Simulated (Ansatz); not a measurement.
Calculated with Ansatz (gas phase, PBE0-D4/def2-TZVP geometries, no zero-point term in ΔE). CBS: MP2 limit from def2 TZ/QZ plus the TZ coupled-cluster correction, frozen cores. Functionals use def2-TZVPP. B3LYP here is the variant with VWN-RPA as its local correlation; programs differ in this. For Se outer-core shells are correlated without core-valence functions, which leaves a few kJ/mol of doubt a bond. Scalar relativity is left out up to krypton. One conformer a species, not always the lowest.

Consider the substitution at a C–Al bond: `C[CH2][AlH][SeH]` + `C[Si](O)(F)F` → `CCO[Si](C)(F)F` + `[AlH2][SeH]`.

```tsv
level	ΔE (eV)
r2SCAN-D4	0.75
PBE0-D4	0.76
B3LYP-D4	0.68
r2SCAN	0.76
SCS-MP2/def2-TZVPP	0.74
CCSD/def2-TZVPP	0.72
CCSD(T)/def2-TZVPP	0.74
SCS-MP2/def2-QZVPP	0.76
```

(1) What does CCSD(T)/CBS give? (Best estimate.)

Largest T1 diagnostic among the species: 0.011.

Answers

(1) Computed: +0.77 eV. The listed levels differ from it by -0.02, -0.01, -0.09, -0.01, -0.03, -0.05, -0.03, -0.01 eV.

In def2-TZVPP, CCSD(T) changes the Hartree–Fock value by +0.20 eV (the triples alone add +0.02 eV) and MP2 by +0.29 eV.
